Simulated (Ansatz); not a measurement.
Born–Oppenheimer molecular dynamics of AlBH$_{8}$OSi$_{2}$ (13 atoms, charge 0, multiplicity 1). It goes on from the last frame of an earlier run, with new velocities.

Level of theory: Ansatz 0.2.0, UKS PBE0-D4/STO-3G.

```
ensemble                      : NVE (velocity Verlet)
time step                     : 0.5 fs
steps asked                   : 250
starting velocities drawn for : 500 K
seed                          : 155688
```

First frame:

```xyz
13
Properties=species:S:1:pos:R:3
B -2.546 0.535 0.927
Al -0.679 0.398 0.259
Si -0.358 -1.721 -0.855
O 0.605 1.311 0.726
Si 2.150 1.001 0.072
H -2.977 0.629 1.959
H -3.684 0.399 0.444
H -0.926 -1.441 -2.183
H -1.437 -2.438 -0.107
H 0.970 -2.460 -0.729
H 2.373 -0.418 -0.208
H 3.075 1.378 1.169
H 2.175 1.749 -1.218
```

Question: How far do the bonds stretch over the last three quarters of this one trajectory? (Pairs bonded in most of those frames.)

Answer: 
```csv
bond,mean (Å),spread (Å),shortest,longest
B1–Al2,2.024,0.040,1.95,2.11
B1–H6,1.199,0.091,1.04,1.36
B1–H7,1.189,0.059,1.08,1.31
Al2–Si3,2.298,0.031,2.25,2.35
Al2–O4,1.679,0.045,1.61,1.79
Si3–H8,1.450,0.026,1.40,1.50
Si3–H9,1.458,0.077,1.34,1.58
Si3–H10,1.456,0.072,1.35,1.58
O4–Si5,1.690,0.055,1.58,1.79
Si5–H11,1.452,0.008,1.43,1.47
Si5–H12,1.455,0.062,1.36,1.55
Si5–H13,1.457,0.024,1.41,1.50
```

Mean temperature of the second half: 787 K. The conserved energy stayed within 0.65 meV per atom of its start (net change -0.13 meV per atom), so the integration is sound. The system heated up, since it started high on the potential surface and ran downhill. A run of 0.12 ps of so small a system gives no equilibrium averages. Limits of this set-up: minimal basis.

The run took 13 min on 1 thread of AMD EPYC 7R13 Processor (Zen 3), on a shared host, peak memory 0.19 GiB.
